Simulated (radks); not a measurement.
Values are calculated unless marked as measured or tabulated.
Mean orbital radii <r> (bohr) of neutral tellurium, [Kr] 4d10 5s2 5p4, at several levels of relativity; Dirac values are averaged over j with weights 2j + 1. Spin-unpolarised spherical Kohn-Sham, PBEsol, point nucleus unless stated (finite: rms radius 4.7423 fm), a radial shooting solver on a logarithmic mesh with Libxc functionals. A level marked "c x" has the speed of light scaled by that factor and shares open shells by 2j + 1; other Dirac levels either fill j = l - 1/2 first or share by 2j + 1.

| shell | non-rel. | scalar-rel., finite nucleus | Dirac, c x 2 | Dirac, c x 10 | change of magnitude, last against first (%) |
|---|---|---|---|---|---|
| 1s | 0.02925 | 0.02782 | 0.02890 | 0.02924 | -0.05 |
| 2s | 0.1261 | 0.1199 | 0.1244 | 0.1260 | -0.05 |
| 2p | 0.1074 | 0.1048 | 0.1067 | 0.1074 | -0.03 |
| 3s | 0.3360 | 0.3223 | 0.3326 | 0.3358 | -0.04 |
| 3p | 0.3265 | 0.3204 | 0.3249 | 0.3264 | -0.02 |
| 3d | 0.2971 | 0.2969 | 0.2970 | 0.2971 | 0.00 |
| 4s | 0.7949 | 0.7647 | 0.7875 | 0.7946 | -0.04 |
| 4p | 0.8341 | 0.8213 | 0.8308 | 0.8340 | -0.02 |
| 4d | 0.9647 | 0.9725 | 0.9666 | 0.9648 | +0.01 |
| 5s | 2.171 | 2.083 | 2.150 | 2.170 | -0.04 |
| 5p | 2.680 | 2.663 | 2.676 | 2.680 | -0.01 |
